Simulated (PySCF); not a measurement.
Zn(Br)(OH), SMILES [OH][Zn][Br] (HBrOZn) (B3LYP/def2-SVP optimised geometry):

```
4

Zn    -0.004     0.286     0.000
Br     2.239     0.286     0.000
O     -1.777     0.424     0.000
H     -2.239    -0.424    -0.001
```

Calculation: B3LYP/def2-TZVP (PySCF 2.14.0).

**Question.** What are the frontier orbital energies and the dipole moment?

**Answer.** HOMO-2 -8.64 eV, HOMO-1 -8.27 eV, HOMO -8.12 eV, LUMO -1.87 eV, LUMO+1 -0.48 eV; dipole moment 1.60 D.

On the same geometry PBE/def2-TZVP (PySCF) gives HOMO-2 -7.45 eV, HOMO-1 -7.26 eV, HOMO -6.93 eV, LUMO -2.42 eV, LUMO+1 -0.94 eV; dipole moment 1.55 D.

Meta-Löwdin charges at B3LYP/def2-TZVP: Zn1 1.23, Br2 -0.59, O3 -0.98, H4 0.34.
